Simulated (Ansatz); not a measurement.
Energy needed to pull apart AlHBrF (SMILES [F][AlH][Br]), closed shell, into free ground-state atoms, from the structure below (displaced at random from a GFN2-xTB minimum); no zero-point or spin–orbit terms; open-shell atoms are treated unrestricted, in their ground-state multiplicity.

F1  (0.784, -0.900, 1.398)
Al2  (0.214, -0.041, 0.131)
Br3  (-1.634, -0.734, -1.011)
H4  (0.680, 1.491, -0.203)
(Å)

Program: Ansatz 0.2.0. Basis: def2-TZVPP. Cores are frozen in the correlated methods. Filled d shells of the heavier atoms are correlated. The def2 sets are not built for correlating such inner shells, so the correlated values are less sure here. B3LYP uses VWN-RPA correlation.

| method | atomization energy (eV) |
| --- | --- |
| PBE-D4 | 13.07 |
| r2SCAN-D4 | 13.21 |
| PBE0-D4 | 12.84 |
| B3LYP-D4 | ? |
| BHLYP-D4 | ? |
| wB97M-V | 13.05 |
| HF | 10.06 |
| MP2 | 13.35 |
| CCSD | 12.64 |
| CCSD(T) | 12.84 |

(1) What does BHLYP-D4 give? (To be estimated.)

(2) What does B3LYP-D4 give? (Judge from chemistry; the value comes from the calculation.)

The T1 diagnostic stays at or below 0.010.

Answers

(1) The calculation gives: 12.57 eV, which is about 0.27 eV less than CCSD(T)/def2-TZVPP.

(2) Computed: 12.90 eV, which is about 0.06 eV more than CCSD(T)/def2-TZVPP.

In triple zeta the MP2 and coupled-cluster atomization energies are still short of their basis limit by a few kcal/mol a bond, whereas those of the functionals are nearly converged, so these differences are not deviations from converged CCSD(T).

For scale, one of the runs: CCSD(T)/def2-TZVPP forces, 135 basis functions (an equivalent command: `ansatz run in.yaml --threads 4`). Hardware: 4 CPU threads, shared host. Wall time 32 s; peak host memory 1.2 GiB.
